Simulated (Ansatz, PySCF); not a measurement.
Molecule: sum formula H2BO, net charge 0, doublet state. It need not be the lowest isomer of its formula. 
Coordinates optimised at B3LYP-D3(BJ)/def2-TZVP (Ansatz, an electronic-structure program):
```xyz
4

B      0.4880    -0.0662    -0.3457
O     -0.5508     0.0747     0.3902
H      1.1612    -1.0678    -0.2660
H      0.8049     0.8010    -1.1269
```
Charge 0, spin multiplicity 2.

Wanted: atomisation energy (electronic, to ground-state atoms), in kcal/mol. Valence correlation only, unless marked. UHF or UKS for open shells. No spin-orbit coupling. No relativistic terms. The coupled-cluster limit lacks core correlation, which all-electron functionals hold. CBS marks a two-point X^-3 extrapolation of the correlation energy; Hartree-Fock from the larger set. [CCSD(T)-MP2]/basis is that difference in the basis named.

```
level                                                             program  atomisation energy (kcal/mol)
----------------------------------------------------------  -------------  -----------------------------
HF/aug-cc-pVDZ                                                     Ansatz                          242.1
HF/def2-SVP                                                        Ansatz                          252.4
HF/def2-SVPD                                                       Ansatz                          251.8
HF/def2-QZVPP                                                      Ansatz                          249.1
HF-D4/def2-TZVPD                                            PySCF + dftd4                          250.5
TPSS-D3(BJ)/def2-TZVPD                                      PySCF + dftd3                          335.8
MN15/def2-TZVPD                                                     PySCF                          331.8
B2PLYP/def2-TZVPD                                                  Ansatz                          325.7
MP2/aug-cc-pVTZ                                                    Ansatz                          317.3
MP2/def2-TZVPP                                                     Ansatz                          316.9
MP2/def2-TZVPPD                                                    Ansatz                          316.8
CCSD(T)/6-31G                                                      Ansatz                          273.9
CCSD(T)/6-31G*                                                     Ansatz                          301.5
RI-MP2/CBS(def2-TZVPP,def2-QZVPP)+[CCSD(T)-MP2]/def2-QZVPP         Ansatz                          323.9
CCSD(T)/CBS(aug-cc-pVTZ,aug-cc-pVQZ)                               Ansatz                          324.4
```
